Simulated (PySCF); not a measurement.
Compound: C3H4BClF2.
SMILES: `BC(CCl)=C(F)F`

Torsions of this conformer, `[BH2:1][C:2]([CH2:3][Cl:4])=[C:5]([F:6])[F:7]`: B1–C2–C3–Cl4 -76°.

The closed-shell ground state was solved at several levels (PySCF, density fitting, gas phase, non-relativistic). One conformer (not necessarily the lowest) at the PBE0-D3(BJ)/def2-SVP geometry, without solvent, vibrations or thermal averaging.

```
             level  basis functions  total energy (Eh)  HOMO (eV)  LUMO (eV)  gap (eV)  dipole (D)
    B97-2/pcSseg-1              146          -801.2953      -7.96      -2.22      5.74        1.94
     BLYP/pcSseg-1              146          -801.2988      -6.77      -2.95      3.82        1.94
       PBE0/STO-3G               43          -791.3516      -5.56       0.79      6.35        3.20
      PBE0/cc-pVDZ              122          -800.9295      -8.00      -2.04      5.96        1.97
      KT2/pcSseg-1              146          -809.9037      -7.01      -3.10      3.91        1.95
     BP86/pcSseg-1              146          -801.4159      -7.06      -3.20      3.86        1.99
PBE0/6-311+G(2d,p)              221          -801.0230      -8.20      -2.25      5.95        1.81
        PBE0/6-31G               75          -800.7758      -8.20      -2.18      6.02        2.05
     PBE0/pcSseg-2              315          -801.0648      -8.19      -2.22      5.97        1.86
      PBE0/cc-pVTZ              270          -801.0499      -8.12      -2.15      5.97        1.89
```

**Question.** What might BHandHLYP/pcSseg-1 (146 basis functions) give for the same quantities?

**Answer.** Total energy -801.2053 Eh, HOMO -9.27 eV, LUMO -1.18 eV, gap 8.09 eV, dipole 1.90 D.

**Question.** Over all these levels, which gives the widest orbital gap and which the narrowest?

**Answer.** BHandHLYP/pcSseg-1 (global hybrid, 50 % exact exchange) has the widest, 8.09 eV, and BLYP/pcSseg-1 (GGA) the narrowest, 3.82 eV. The two share the basis. From the narrowest to the widest the HOMO moves by -2.50 eV and the LUMO by +1.77 eV.

**Question.** How much does the basis alone move the frontier levels among the 6 PBE0 rows?

**Answer.** The HOMO by 2.64 eV and the LUMO by 3.04 eV. By rising basis size (HOMO, LUMO in eV): STO-3G -5.56, 0.79; 6-31G -8.20, -2.18; cc-pVDZ -8.00, -2.04; 6-311+G(2d,p) -8.20, -2.25; cc-pVTZ -8.12, -2.15; pcSseg-2 -8.19, -2.22.

**Question.** In the pcSseg-1 basis, how does the gap go with the fixed share of exact exchange?

**Answer.** BLYP (0 %) 3.82 eV; BP86 (0 %) 3.86 eV; KT2 (0 %) 3.91 eV; B97-2 (21 %) 5.74 eV; BHandHLYP (50 %) 8.09 eV. Each rise in the share widens the gap here.

**Question.** How far do the dipole and the HOMO energy spread over the levels?

**Answer.** The dipole runs from 1.81 to 3.20 D (mean 2.05 D) and the HOMO from -9.27 to -5.56 eV.
